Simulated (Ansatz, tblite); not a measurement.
Removing and adding an electron: Ru(P5)2 (P10Ru). Total charge 0; singlet. Geometry: PBE0-D4/def2-SVP. Ansatz, gas phase; energy differences of separate SCF runs; the oxidised species was run as a doublet alone; the reduced species was run as a doublet alone.

```xyz
11

Ru    0.000    0.000    0.000
P    -0.594    2.018    1.354
P    -1.184    2.090   -0.698
P    -2.201    0.268   -1.157
P    -2.240   -0.931    0.611
P    -1.248    0.152    2.163
P     0.793   -1.147   -2.077
P     1.817    0.665   -1.586
P     2.391    0.565    0.469
P     1.729   -1.312    1.246
P     0.738   -2.368   -0.325
```

In the def2 sets Ru takes a core potential; there is no spin–orbit coupling. The xTB rows come from tblite. HOMO above LUMO, or a gap near zero within one spin, warns that the state may not be the lowest or that an electron is smeared out.

```csv
level,−HOMO (eV),vertical IE (eV),−LUMO (eV),vertical EA (eV),HOMO–LUMO gap (eV),IE − EA (eV),remarks
GFN1-xTB,9.66,12.47,7.88,5.17,1.78,7.30,–
GFN2-xTB,10.54,12.49,9.02,7.26,1.53,5.23,–
PBE-D4/def2-SVP,5.84,–,3.52,1.51,2.32,–,"HOMO above zero (-1 doublet), gap within one spin near zero (-1 doublet)"
PBE0-D4/def2-SVP,6.83,8.32,2.82,1.58,4.00,6.73,–
```

Run but left out: PBE-D4/def2-SVP (charge +1 doublet: an occupied level 0.04 eV above an empty one).   A HOMO above zero means that the electron is unbound at that level or that self-interaction error raises the level; the energy of removing that electron tells which. Raw xTB energy differences between charge states are shifted by several eV; the methods need an empirical correction for them. Sets without diffuse functions give affinities that are too small.
